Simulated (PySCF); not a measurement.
Simulated B 1s region for `BNBF` (B2FH4N), binding energy against the vacuum level.

Every computed line was given a Gaussian of 0.5 eV full width at half maximum and an area set by the number of equivalent atoms; the highest printed point is 100. Level of theory: delta-SCF UKS SCAN, pcX-2 on the ionised atom, pcseg-1 elsewhere, spin-free X2C in PySCF 2.14.0.

binding energy (eV), intensity and a bar:
```
    195.8          0 
    195.9          2 
    196.0          5 ##
    196.1         15 #####
    196.2         34 ##########
    196.3         61 ##################
    196.4         87 ##########################
    196.5        100 ##############################
    196.6         92 ############################
    196.7         68 ####################
    196.8         40 ############
    196.9         19 ######
    197.0          7 ##
    197.1          2 #
    197.2          1 
    197.3          0 
    197.4          0 
    197.5          0 
    197.6          1 
    197.7          4 #
    197.8         13 ####
    197.9         30 #########
    198.0         56 #################
    198.1         83 #########################
    198.2         99 ##############################
    198.3         95 ############################
    198.4         73 ######################
    198.5         44 #############
    198.6         22 #######
    198.7          9 ###
    198.8          3 #
    198.9          1
```

Problem. Count the maxima, the lines and the sites behind this envelope.

Solution. The curve has 2 maxima (at 196.5 and 198.2 eV). Under it lie 2 lines from 2 inequivalent boron sites.

Problem. Decompose the envelope and assign each component. Numbering: `[BH2:1][NH:2][BH:3][F:4]`.

Solution. 
| position (eV) | relative area | line | atoms | environment |
| --- | --- | --- | --- | --- |
| 196.51 | 1 | B 1s | B1 | three-coordinate boron |
| 198.23 | 1 | B 1s | B3 | three-coordinate boron |

Problem. What are the centre and the root-mean-square width of the whole band?

Solution. The area-weighted mean of the lines is 197.37 eV. Their own spread about it is 0.86 eV (rms) and each Gaussian has σ = 0.5/2.355 = 0.21 eV; the variances add, which gives 0.88 eV.

Problem. Above which line width would these two lines show one maximum?

Solution. Two equal Gaussians merge once their distance is under 2σ = FWHM/1.177. With 1.72 eV between them that is a full width over 2.03 eV.

Lowest listed B 1s: B1, bonded to N and 2 H. Highest, 1.72 eV above it: B3, bonded to F, N and H.

No satellites, vibrations or lifetime broadening are included. The structure is a single PBE0-D3(BJ)/def2-SVP conformer in the gas phase; no vibrational or solvent corrections.

The values belong to the conformer `[BH2:1][NH:2][BH:3][F:4]`: B1–N2–B3–F4 180°.
